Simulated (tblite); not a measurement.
Compound: C7H6F (doublet state).
Structure used (GFN2-xTB), in Å, numbered top down from 1:
```
atom  x, y, z in Å
F1     2.6986   -1.2738    0.1934
C2     2.2502   -0.0296   -0.1681
C3     0.7531    0.0782   -0.0861
C4     0.1052    1.2406   -0.4088
C5    -1.2413    1.4259   -0.3629
C6    -2.0278    0.3477    0.0463
C7    -1.4210   -0.8480    0.3822
C8    -0.0460   -0.9914    0.3198
H9     2.5966    0.1478   -1.1936
H10    2.7296    0.6901    0.5067
H11   -1.6977    2.3671   -0.6287
H12   -3.1014    0.4571    0.0969
H13   -2.0257   -1.6859    0.6980
H14    0.4269   -1.9262    0.5828
```

Level: GFN2-xTB in tblite, geometry and Hessian alike; calculated harmonic values, unscaled, isolated species. This tight-binding method is rough: wavenumbers can miss measured ones by several per cent, in bad cases by 10 to 20. One conformer, not necessarily the lowest. Open shells enter through the occupations alone, without spin polarisation, and single modes of such species can be off by tens of per cent.

Harmonic wavenumbers (cm⁻¹): 30.1, 177.5, 196.8, 366.6, 392.5, 435.6, 544.6, 581.3, 607.2, 745.0, 797.3, 845.5, 889.5, 905.6, 955.7, 959.0, 1050.2, 1075.9, 1131.5, 1160.7, 1202.8, 1204.2, 1238.7, 1285.1, 1310.8, 1407.1, 1425.7, 1441.3, 1527.2, 1615.0, 2914.4, 2929.2, 3067.0, 3075.3, 3081.5, 3087.0.

A = 5396, B = 1456, C = 1155 MHz; mass 109.045 u (most abundant isotopes); point group Cs, symmetry number 1; spin multiplicity 2.

Question: What is the zero-point energy?

Answer: ½Σν̃ = 22830 cm⁻¹ = 273.11 kJ/mol.

Question: Entropy at 350 K, 1 bar (ideal gas, RRHO, classical rotation)?

Answer: Translation 170.70, rotation 118.99, vibration 83.06, spin (R ln 2) 5.76: S = 378.5 J/(mol K).

Question: And Cp and H(350 K) − H(0)?

Answer: Cp = 133.16 J/(mol K), of which vibrations give 99.90 (their classical limit is 36 R = 299.3); H(350 K) − H(0) = 27.20 kJ/mol without the zero-point energy, 15.56 from vibrations.

Question: How do the functions run with temperature in this model?

Answer: 
```csv
T (K),S (J/(mol K)),Cp (J/(mol K)),H − H(0) (kJ/mol),G − H(0) (kJ/mol),ln q(vib)
100,274.2,54.1,4.37,-23.05,1.20
200,319.8,81.9,11.11,-52.85,2.49
300,359.3,115.9,20.97,-86.83,3.89
500,433.9,177.9,50.69,-166.25,7.03
800,531.2,234.5,113.45,-311.49,11.99
1000,586.1,257.4,162.77,-423.34,15.18
```

q(vib) and H(0) count from the zero-point level.

Question: What must be added to the electronic energy to get the Gibbs energy at 350 K and 1 bar?

Answer: ZPE + [H(350 K) − H(0)] − T·S = 273.11 + 27.20 − 132.48 = 167.83 kJ/mol.

Question: Which modes carry the vibrational entropy at 350 K?

Answer: 30.1 cm⁻¹: 25.69; 177.5 cm⁻¹: 11.12; 196.8 cm⁻¹: 10.30; 366.6 cm⁻¹: 5.65; 392.5 cm⁻¹: 5.18; 435.6 cm⁻¹: 4.50 J/(mol K); the other 30 give 20.61 together.

Question: Blend soft modes into free rotors: weight 1/[1 + (100 cm⁻¹/ν̃)⁴] for the oscillator and the rest for a rotor with moment μB/(μ + B), μ = h/(8π²ν), B = 10⁻⁴⁴ kg m². What vibrational entropy results?

Answer: 74.95 J/(mol K) in place of 83.06, which changes −T·S at 350 K by +2.84 kJ/mol.

Hindered rotation and anharmonicity are outside this model. Other conformers, if any are populated, would add a mixing term that is left out.
